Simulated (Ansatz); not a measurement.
Species: ZnF2, net charge 0, singlet state. 
Structure (B3LYP-D3(BJ)/def2-TZVP (Ansatz, a program for electronic structure) minimum search):
SMILES: [F][Zn][F]
```xyz
3

Zn     0.0000     0.0000     0.0000
F      0.0000     0.0000    -1.7405
F      0.0000     0.0000     1.7405
```
Charge 0, spin multiplicity 1.

Total electronic energies in hartree. Correlated levels leave the core frozen unless marked. Spin-orbit coupling is left out. Frozen are the shells of the preceding noble gas and the d and f shells that filled before the atom's block. Non-relativistic. CBS marks a two-point X^-3 extrapolation of the correlation energy; Hartree-Fock from the larger set.

| level | program | energy (Eh) |
|---|---|---|
| HF/def2-SVPD | Ansatz | -1976.35977 |
| PBE-D4/def2-TZVPD | Ansatz + dftd4 | -1978.78218 |
| r2SCAN-D3(BJ)/def2-TZVPD | Ansatz + dftd3 | -1979.13901 |
| PBE0/def2-TZVP | Ansatz | -1978.78861 |
| MP2/def2-TZVPPD | Ansatz | -1977.84592 |
| MP2/CBS(def2-TZVPP,def2-QZVPP) | Ansatz | -1978.0393 |
| RI-MP2/def2-TZVPPD | Ansatz | -1977.84568 |
| RI-MP2/CBS(def2-TZVPPD,def2-QZVPPD) | Ansatz | -1978.0367 |
| CCSD(T)/CBS(def2-TZVPP,def2-QZVPP) | Ansatz | -1978.0167 |

Totals of different functionals don't rank their quality; only differences between species are comparable.
